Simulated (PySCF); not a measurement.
## Two-dimensional NMR puzzle

Compound of formula C5H12O3Si. Correlations simulated from computed shifts and the bond graph:

HSQC (one-bond C–H):
| δH | δC |
| --- | --- |
| 4.97 | 73.1 |
| 4.23 | 58.0 |
| 1.28 | 23.7 |

COSY cross peaks (H two or three bonds apart, from the bond graph; peaks can be absent where the dihedral angle is near 90°):
| δH | δH |
| --- | --- |
| 4.97 | 1.28 |
| 4.23 | 3.96 |

HMBC (two and three bonds, from the bond graph):
| δH | δC |
| --- | --- |
| 4.97 | 162.8, 23.7 |
| 4.23 | 162.8 |
| 3.96 | 58.0 |
| 1.28 | 73.1, 23.7 |

Carbons without hydrogens: δ 162.8.

[PySCF 2.14.0 with density-fitted response routines: σ from GIAO-PBE0/pcSseg-1; GFN2-xTB geometry; relativity neglected; averaged over atoms made equivalent by symmetry, fast rotation or ring inversion; in vacuum; single conformer]

Chemical shifts δ = σref − σ; TMS for 1H (σref 31.72), 13C (σref 186.93), all at this level.

Exchangeable hydrogens are left out of these lists.

Q: Which molecule is this?

A: `CC(C)OC(=O)OC[SiH3]`.

Numbering as in the mapped SMILES `[CH3:1][CH:2]([CH3:3])[O:4][C:5](=[O:6])[O:7][CH2:8][SiH3:9]`. Each H is labelled by its parent atom.

- δC 162.8 is C5, a carbonate carbon.
- δC 73.1 is C2, an sp3 CH bonded to O (δH 4.97).
- δC 58.0 is C8, an sp3 CH2 bonded to O and Si (δH 4.23).
- δC 23.7 is C1/C3, a methyl carbon (δH 1.28).
- HMBC from δH 4.97 reaches the proton-free carbon C5.
- HMBC from δH 4.23 reaches the proton-free carbon C5.
- COSY links 4.97–1.28, 4.23–3.96.

This is the structure that produced the data.

Shifts are as computed. Against solution values, carbons near 30 ppm lie about +3 ppm off and those near 130 ppm about +5 ppm. Of 1211 compounds with measured shifts, 218 miss one by over three times the rms of a fit or turn the order of signals round; such compounds aren't used in these exercises.
